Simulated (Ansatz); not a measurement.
`[NH2][Ge]([NH2])([NH2])[Cl]`, relaxed with RKS PBE0-D4/def2-TZVP in Ansatz 0.2.0 from a PBE-D4/def2-SVP geometry. The force threshold is 0.005 eV/Å; the program also tests the step.

Total charge 0; spin multiplicity 1.

Start:

```xyz
11

N    -0.339    0.624    1.629
Ge   -0.087    0.362   -0.175
N     1.664    0.004   -0.615
N    -1.275   -0.850   -0.888
Cl   -0.540    2.268   -1.119
H     0.338    1.271    2.049
H    -0.353   -0.245    2.174
H     1.816   -0.113   -1.623
H     2.057   -0.807   -0.125
H    -1.033   -1.828   -0.696
H    -2.249   -0.686   -0.611
```

```csv
step,energy (eV),largest force (eV/Å),largest move (Å)
1,-73597.5532,0.595,0.000
2,-73597.5944,0.194,0.023
3,-73597.6003,0.068,0.011
4,-73597.6018,0.245,0.085
5,-73597.6027,0.184,0.033
6,-73597.6056,0.019,0.017
7,-73597.6057,0.004,0.009
```

End:

```xyz
11

N    -0.298    0.620    1.611
Ge   -0.089    0.368   -0.178
N     1.629   -0.018   -0.634
N    -1.279   -0.834   -0.844
Cl   -0.535    2.252   -1.109
H     0.356    1.248    2.054
H    -0.410   -0.221    2.157
H     1.807   -0.153   -1.619
H     2.070   -0.746   -0.092
H    -1.008   -1.803   -0.772
H    -2.244   -0.711   -0.573
```

Run time 28 s (4 threads of an Intel Xeon Platinum 8375C on a shared host); peak host memory 0.69 GiB.
